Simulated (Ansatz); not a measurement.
C$_{2}$H$_{3}$AlO$_{2}$ (`C=[C]1[O][Al]1[OH]`). Charge 0, multiplicity 1. All single points use the PBE0-D4/def2-TZVP geometry. It is one conformer, not always the lowest.

```xyz
8

C     0.987    1.662    0.032
C     0.226    0.589   -0.057
O    -1.032    0.480   -0.728
Al   -0.642   -1.037   -0.034
O    -1.266   -2.580    0.100
H     0.689    2.600   -0.428
H     1.924    1.620    0.571
H    -0.886   -3.334    0.544
```

**Question.** What is the dipole moment at PBE/def2-TZVPP? (Best estimate.)

**Answer.** Computed: 3.67 D, with components (0.59, -3.35, 1.37) D in this frame, pointing from negative to positive charge.

**Question.** And with r2SCAN, B3LYP, ωB97M-V? (Best estimate.)

**Answer.** Computed: r2SCAN 3.82 D, B3LYP 3.92 D, ωB97M-V 4.05 D.

**Question.** Give the Mulliken charges with PBE, r2SCAN, ωB97M-V in def2-TZVPP. (An estimate is asked.)

**Answer.** Ansatz gave: 
```
atom    PBE  r2SCAN  ωB97M-V
  C1  -0.24   -0.28    -0.26
  C2   0.10    0.04     0.06
  O3  -0.31   -0.38    -0.38
 Al4   0.40    0.62     0.55
  O5  -0.31   -0.37    -0.33
  H6   0.09    0.09     0.11
  H7   0.09    0.08     0.09
  H8   0.19    0.20     0.17
```

B3LYP here is the variant with VWN-RPA as its local correlation; programs differ in this.
